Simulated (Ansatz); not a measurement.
Ansatz (a quantum-chemistry and plane-wave program) input (RPA@PBE/cc-pV(Q+d)Z):
A basis named .json is the Basis Set Exchange file of that set.

Ansatz 0.2 input:
```yaml
crystal:
  periodic: [false, false, false]
  atoms:
    - {symbol: Si, position_ang: [-0.01243507, -1.39719965, -0.63873104]}
    - {symbol: O, position_ang: [1.44479969, -0.62407563, -0.03801316]}
    - {symbol: Si, position_ang: [1.98336691, 0.86699624, 0.23767817]}
    - {symbol: O, position_ang: [-1.18913702, -0.61996179, 0.43108121]}
    - {symbol: Si, position_ang: [-2.05996434, 0.71711162, 0.20230679]}
    - {symbol: H, position_ang: [-0.24645890, -0.38767663, -1.82693023]}
    - {symbol: H, position_ang: [1.78518814, 1.79810202, -0.91176570]}
    - {symbol: H, position_ang: [1.36546486, 1.52566070, 1.42646762]}
    - {symbol: H, position_ang: [3.45394530, 0.83852229, 0.51252749]}
    - {symbol: H, position_ang: [-2.83191037, 1.04508054, 1.44258294]}
    - {symbol: H, position_ang: [-1.24620797, 1.92350736, -0.12186464]}
    - {symbol: H, position_ang: [-3.07886759, 0.59238790, -0.88311689]}
basis:
  gaussian:
    orbitals: cc-pV_Q+d_Z.json
hamiltonian:
  xc: pbe
total_charge: -1
magnetization: {spin_polarized: false}
correlation: {method: rpa, electrons: outside_noble_gas}
```

End of the output:

```
integrals: 3.89 GiB planned
3064 factors; integrals over basis functions are off by at most 8.6e-4 eV
0.63 GiB of the device are held for the grids
4.84 GiB of device memory are held for the factors and their scratch space
mean field: 6.68 GiB planned
mean field evaluation 1: about -27826.9086 eV, gradient 5.3e1 eV
mean field evaluation 2: about -27826.9046 eV, gradient 5.3e1 eV
mean field evaluation 4: about -27830.9863 eV, gradient 1.9e1 eV
mean field evaluation 8: about -27831.9045 eV, gradient 4.1e-1 eV
mean field evaluation 16: about -27831.9042 eV, gradient 1.4e-4 eV
mean field -27831.90418057 eV, -1022.8036134936 hartree, gradient 1.2e-6 eV, S^2 0.000000; 0 other end points of the search recorded, 0 dependent functions left out
17 core orbitals not correlated
reference -27777.77035517 eV, -1020.8142321035 hartree; 16, 16 occupied and 479, 479 virtual orbitals, 3064 factors
Total energy: -27821.25447863 eV, -1022.4122441660 hartree
```

It need not be the lowest isomer of its formula. Whether it binds its extra electron was not tested at this geometry.
